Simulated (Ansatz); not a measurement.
Calculated with Ansatz (gas phase, PBE0-D4/def2-TZVP geometries, no zero-point term in ΔE). CCSD(T)/CBS is the MP2 limit (def2-TZVPP, def2-QZVPP) plus CCSD(T) − MP2 in def2-TZVPP, frozen cores. One conformer a species, not always the lowest.

Consider the redistribution: `O[SiH](O)N[SiH](Cl)Cl` + `C[SiH](F)S[SiH](O)O` → `O[SiH](O)S[SiH](O)O` + `C[SiH](F)N[SiH](Cl)Cl`.

```csv
species,HF/CBS(def2) energy (Eh)
`O[SiH](O)N[SiH](Cl)Cl`,-1704.45738
`C[SiH](F)S[SiH](O)O`,-1266.98383
`O[SiH](O)S[SiH](O)O`,-1278.85870
`C[SiH](F)N[SiH](Cl)Cl`,-1692.58018
```

**Question.** Work out ΔE.

**Answer.** ΔE = (-1278.85870) + (-1692.58018) − (-1704.45738) − (-1266.98383) = 0.00233 Eh = +6.1 kJ/mol. CCSD(T)/CBS gives +0.9 kJ/mol.

Largest T1 diagnostic among the species: 0.012.

In def2-TZVPP, CCSD(T) changes the Hartree–Fock value by −5.1 kJ/mol (the triples alone add −1.1 kJ/mol) and MP2 by −5.3 kJ/mol.
